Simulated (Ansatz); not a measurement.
Computed with Ansatz on PBE0-D4/def2-TZVP structures; ΔE is electronic, products minus reactants. CCSD(T)/CBS adds triple-zeta CCSD(T) − MP2 to the extrapolated MP2 energy (def2 sets, frozen cores). This one scheme is used for every species. DFT in def2-TZVPP. B3LYP here is the variant with VWN-RPA as its local correlation; programs differ in this. One conformer a species, not always the lowest.

Reaction (ligand exchange at the Si–N bond): `N[SiH](N)Cl` + `N[SiH2]N` → `N[SiH2]N[SiH](N)Cl` + NH₃

(1) Is it downhill or uphill in electronic energy at CCSD(T)/CBS, and by how much? (Estimate.)

(2) What do these levels give: PBE-D4, B3LYP-D4, ωB97X-V, ωB97M-V, PBE, PBE0, B3LYP, MP2/def2-TZVPP, SCS-MP2/def2-TZVPP, CCSD/def2-TZVPP, CCSD(T)/def2-TZVPP, MP2/CBS(def2)? (An estimate is asked.)

Largest T1 diagnostic among the species: 0.010.

Results:

(1) The calculation gave: Downhill: ΔE = -3.6 kcal/mol.

(2) The calculation gave: PBE-D4 -4.0, B3LYP-D4 -4.0, ωB97X-V -3.2, ωB97M-V -3.4, PBE -2.0, PBE0 -2.0, B3LYP -1.0, MP2/def2-TZVPP -4.1, SCS-MP2/def2-TZVPP -3.4, CCSD/def2-TZVPP -3.4, CCSD(T)/def2-TZVPP -4.1, MP2/CBS(def2) -3.6 kcal/mol.

In def2-TZVPP, CCSD(T) changes the Hartree–Fock value by −3.6 kcal/mol (the triples alone add −0.7 kcal/mol) and MP2 by −3.6 kcal/mol. The D4 term adds −3.0 kcal/mol with B3LYP and −1.8 kcal/mol with PBE0; it sums over pairs of atoms, weighted by their polarisabilities, and B3LYP, whose exchange is more repulsive, gets the larger term.
